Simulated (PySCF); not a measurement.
## Vanadium: a sound run and one with changed settings

Sound run: V [Ar] 3d3 4s2, V⁺ [Ar] 3d4. All numbers are calculated (PySCF 2.14, scalar relativity by spin-free X2C-1e, in x2c-TZVPall (6s5p4d1f, 48 functions)). The sound run starts from symmetry-adapted Hartree-Fock orbitals and uses a fine grid where one is needed.

Changed run: radial step 0.8 in ln r (0.13 in the sound run). This setting is unsound on purpose.

```tsv
species	method	sound run (hartree)	changed run (hartree)	converged
V	UHF	-948.13172	-948.13172	yes
V	B3LYP	-949.19759	-949.22335	yes
V	PBE0	-948.96267	-948.92329	yes
V⁺	UHF	-947.90607	-947.90607	yes
V⁺	B3LYP	-948.94741	-948.99058	yes
V⁺	PBE0	-948.72913	-948.71075	yes
```

Ionisation energy of V:

| method | sound run (eV) | changed run (eV) |
| --- | --- | --- |
| UHF | 6.140 | 6.140 |
| B3LYP | 6.808 | 6.334 |
| PBE0 | 6.355 | 5.784 |

A coarse radial grid mis-integrates the density and the exchange-correlation energy, with errors of either sign; Hartree-Fock needs no grid.

For comparison, NIST gives 6.746 eV between the lowest levels.
